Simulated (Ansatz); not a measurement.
CuBr, singlet: a pair in one relaxed arrangement.

Input (in.yaml):

```yaml
crystal:
  periodic: [false, false, false]
  atoms:
    - {symbol: Cu, position_ang: [-0.000000, 0.000000, -1.103773]}
    - {symbol: Br, position_ang: [0.000000, -0.000000, 1.103773]}
basis:
  gaussian: {orbitals: "def2-TZVPPD.json"}
hamiltonian: {xc: {name: B3LYP}, dispersion: d4}
```

The basis file named in the input lies beside it (Basis Set Exchange, JSON).

Launched with

```bash
ansatz run in.yaml --threads 2 --pin off --events-out ev --progress --plain --max-ram 5222MiB
```

Output of Ansatz 0.2.0:

```
Functional definition: B3LYP
  name "B3LYP"
  cite "Stephens, Devlin, Chabalowski & Frisch, J. Phys. Chem. 98, 11623 (1994) doi:10.1021/j100096a001"
  cite "Becke, Phys. Rev. A 38, 3098 (1988) doi:10.1103/PhysRevA.38.3098"
  cite "Lee, Yang & Parr, Phys. Rev. B 37, 785 (1988) doi:10.1103/PhysRevB.37.785"
  cite "Vosko, Wilk & Nusair, Can. J. Phys. 58, 1200 (1980) doi:10.1139/p80-159"
  parameter a0 = 0.2
  parameter ax = 0.72
  parameter ac = 0.81
  exchange = (1 - a0 - ax)*slater_x + ax*b88_x + a0*exact_x
  correlation = (1 - ac)*vwn_rpa_c + ac*lyp_c
1009 factors; their error is unknown
mean field evaluation 1: about -114687.1965 eV, gradient 5.8e1 eV
mean field evaluation 2: about -114591.6542 eV, gradient 3.3e2 eV
mean field evaluation 4: about -114689.8358 eV, gradient 1.5e1 eV
mean field evaluation 8: about -114690.2503 eV, gradient 8.3e-3 eV
mean field evaluation 16: about -114690.5876 eV, gradient 2.1e-5 eV
mean field -114690.58759070 eV, -4214.8013538857 hartree, gradient 2.1e-5 eV, S^2 0.000000; 0 other end points of the search recorded, 0 dependent functions left out
reference -114690.58780502 eV, -4214.8013617619 hartree; 32, 32 occupied and 92, 92 virtual orbitals, 1009 factors
Total energy: -114690.64549227 eV, -4214.8034817291 hartree
```

The lines “mean field evaluation” count trial sets of orbitals through the whole run, from several starts and some on an approximate energy, so they need not fall steadily or lie above the final value.

Hardware: 2 CPU threads of an Arm Neoverse V1, shared host. Wall time about 2.1 s.
